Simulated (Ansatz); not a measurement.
`C[O][Sn]([SH])([Cl])[Cl]` + H₂ → `[SH][SnH]([Cl])[Cl]` + CH₃OH  (hydrogenolysis of the Sn–O bond)

Computed with Ansatz on PBE0-D4/def2-TZVP structures; ΔE is electronic, products minus reactants. CCSD(T)/CBS is the MP2 limit (def2-TZVPP, def2-QZVPP) plus CCSD(T) − MP2 in def2-TZVPP, frozen cores. This one scheme is used for every species. DFT in def2-TZVPP. def2 core potentials past Kr. For Sn outer-core shells are correlated without core-valence functions, which leaves a few kJ/mol of doubt a bond. One conformer a species, not always the lowest.

`C[O][Sn]([SH])([Cl])[Cl]`:

Z-matrix (Å, degrees):
```
C
O 1 1.416
H 1 1.092 2 107.2
H 1 1.096 2 112.0 3 118.7
H 1 1.096 2 111.9 3 -118.7
Sn 2 1.938 1 120.6 3 179.9
Cl 6 2.309 2 109.2 1 57.6
S 6 2.360 2 105.7 1 -179.7
Cl 6 2.309 2 109.1 1 -57.0
H 8 1.347 6 89.4 2 0.2
```

H₂:

Cartesian coordinates in Å:
```
H 0.286 -0.024 -0.238
H -0.286 0.024 0.238
```

`[SH][SnH]([Cl])[Cl]`:

Z-matrix (Å, degrees):
```
Sn
Cl 1 2.316
Cl 1 2.309 2 108.3
S 1 2.375 2 108.8 3 114.2
H 1 1.697 2 107.7 3 -117.9
H 4 1.345 1 92.1 2 48.3
```

CH₃OH:

```xyz
6

C     0.102   -0.118   -0.320
O     0.054   -0.063    1.087
H     0.794   -0.918   -0.585
H     0.474    0.814   -0.763
H    -0.874   -0.352   -0.763
H    -0.549    0.637    1.344
```

CCSD(T)/CBS gives +0.12 eV.

**Question.** Another level gave -0.10 eV. Which?
A. r2SCAN-D4/def2-TZVPP
B. PBE0/def2-TZVPP
C. CCSD(T)/def2-TZVPP
D. HF/def2-TZVPP

**Answer.** B. PBE0 -0.10, CCSD(T)/def2-TZVPP 0.07, HF/def2-TZVPP -0.21, r2SCAN-D4 0.12 eV.

Largest T1 diagnostic among the species: 0.013.

From PBE to PBE0 (25 % exact exchange), in def2-TZVPP and without D4, ΔE moves by −0.09 eV. The D4 term adds +0.14 eV with B3LYP and +0.08 eV with PBE0; it sums over pairs of atoms, weighted by their polarisabilities, and B3LYP, whose exchange is more repulsive, gets the larger term.

B3LYP here is the variant with VWN-RPA as its local correlation; programs differ in this.
